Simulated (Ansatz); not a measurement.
Gas-phase reaction in SMILES: [Br][Al]([Br])[Br] → [Br][Al][Br] + Br atom (the Al-Br bond at the site shown breaks; other sites are not compared here)
Structures are relaxed separately at B3LYP-D3(BJ)/def2-TZVP in Ansatz (a quantum-chemistry and plane-wave program). A spin state is the lowest found, not a proven ground state.

Quantity: bond dissociation energy (electronic energy difference), in kcal/mol. Valence correlation only, unless marked. UHF or UKS for open shells. Spin-orbit coupling is left out. Frozen are the shells of the preceding noble gas and the d and f shells that filled before the atom's block. No relativistic terms. Basis-set limits of correlation are two-point, X^-3; Hartree-Fock from the larger set. [CCSD(T)-MP2]/basis is that difference in the basis named.

| level | program | bond dissociation energy (kcal/mol) |
|---|---|---|
| HF/6-31G | Ansatz | 56.4 |
| revPBE-D3(BJ)/def2-TZVPD | Ansatz + dftd3 | 95.4 |

Task: What does RI-MP2/CBS(def2-TZVPPD,def2-QZVPPD)+[CCSD(T)-MP2]/def2-TZVPPD (Ansatz) give?

Result: 103.1 kcal/mol, so revPBE-D3(BJ)/def2-TZVPD differs from it by -7.7 kcal/mol.
